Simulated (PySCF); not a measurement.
Computed properties of trigermane (Ge3H8), SMILES [GeH3][GeH2][GeH3]

trigermane (Ge₃H₈), SMILES [GeH3][GeH2][GeH3]. The structure is a stationary point at PBE0-D3(BJ)/def2-SVP. Other conformers were not sampled. All values are computed for the isolated molecule unless a solvent is named; none is compared with measurement here.

**Structure.** The optimised structure has C2 symmetry. All 27 harmonic modes at PBE0-D3(BJ)/def2-SVP (PySCF) are real, so it is a minimum. With heavy atoms numbered as in [GeH3:1][GeH2:2][GeH3:3], the shortest bond between them is Ge1–Ge2 at 2.424 Å and the longest Ge2–Ge3 at 2.424 Å.

**Vibrations.** The strongest infrared lines (harmonic, unscaled, degenerate partners summed) lie at 641 cm⁻¹ (291 km/mol, H 95 %), 2160 cm⁻¹ (278 km/mol, H 98 %), 793 cm⁻¹ (246 km/mol, H 97 %). The softest mode is at 62 cm⁻¹ and the zero-point energy is 39.1 kcal/mol.

**Electronic structure.** M06-2X/def2-TZVP (PySCF) places the frontier levels at -8.72 and 0.74 eV, a gap of 9.46 eV, and gives a dipole moment of 0.05 D and a mean polarisability of 102.5 bohr³.

**Excitations.** TDDFT-M06-2X/def2-SVPD (PySCF) has S1 at 6.75 eV (184 nm, f = 0.163, bright); the most intense of the 10 singlets computed lies at 6.88 eV (f = 0.47). T1 (TDA) is at 5.92 eV. No vertical singlet excitation falls in the visible range (under 3.1 eV).

**NMR.** GIAO shifts at PBE0/pcSseg-1 (PySCF) (non-relativistic, atoms alike by connectivity averaged): ¹H from 3.9 to 4.0 ppm against TMS.
